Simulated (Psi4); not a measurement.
Psi4 input (wB97X-D/6-311+G**):

```
memory 1500 MB

molecule {
-1 1
C    -1.80766745   -0.12541184    0.05783242
C    -0.64325662   -1.09471643    0.03534137
C     0.66971766   -0.81910144   -0.00925837
C     1.11178125    0.50812232   -0.04162774
N     1.62036726    1.56467281   -0.07225544
H    -1.45419284    0.90727546    0.03235136
H    -2.48054554   -0.27739282   -0.79844251
H    -2.42606234   -0.25270018    0.95808535
H    -0.96521916   -2.14324777    0.06006774
symmetry c1
no_reorient
no_com
}

set {
  basis 6-311+G**
  reference rks
  scf_type df
  df_basis_scf def2-universal-jkfit
  dft_radial_points 99
  dft_spherical_points 590
  e_convergence 1e-8
  d_convergence 1e-7
  maxiter 150
}

e = energy('wb97x-d')
print_out(f'\nFINAL {e:.10f} DIPOLE {variable("CURRENT DIPOLE")[0]:.6f} {variable("CURRENT DIPOLE")[1]:.6f} {variable("CURRENT DIPOLE")[2]:.6f}\n')
```

From the output:

```
    One-Electron Energy =                -551.6779380580871930
    Two-Electron Energy =                 229.9636839770604695
    DFT Exchange-Correlation Energy =     -20.7217483004673966
    Empirical Dispersion Energy =          -0.0026484150021629
    VV10 Nonlocal Energy =                  0.0000000000000000
    Total Energy =                       -209.5186531882166605

Computation Completed

Properties will be evaluated at   0.000000,   0.000000,   0.000000 [a0]

Properties computed using the SCF density matrix

 Multipole Moments:

 ------------------------------------------------------------------------------------
     Multipole            Electronic (a.u.)      Nuclear  (a.u.)        Total (a.u.)
 ------------------------------------------------------------------------------------

 L = 1.  Multiply by 2.5417464519 to convert [e a0] to [Debye]
 Dipole X            :         -2.1082749           -0.0000000           -2.1082750
 Dipole Y            :         -0.2054114            0.0000000           -0.2054114
 Dipole Z            :          0.0682813           -0.0000001            0.0682811
 Magnitude           :                                                    2.1193583

 ------------------------------------------------------------------------------------

FINAL -209.5186531882 DIPOLE -2.108275 -0.205411 0.068281

*** Psi4 exiting successfully. Buy a developer a beer!
```

The dipole moment of an ion depends on the origin.

The geometry given is a B3LYP-D3(BJ)/def2-TZVP minimum.
